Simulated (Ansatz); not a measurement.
## Ansatz (development build ahead of 0.2.0) run

```yaml
crystal:
  periodic: [false, false, false]
  atoms:
    - { symbol: Co, position_ang: [0.0, 0.0, 0.0] }
basis:
  gaussian: { orbitals: def2-TZVPP }
magnetization:
  spin_polarized: true
  initial_magnetization: 3
hamiltonian:
  xc: pbe0
```

The input is written out in the form of the current development build from the run's settings.

Results

| Property | Result |
| --- | --- |
| Converged | yes |
| Total energy | -1382.49182 hartree |
| Spin squared of the determinant | 3.751 |
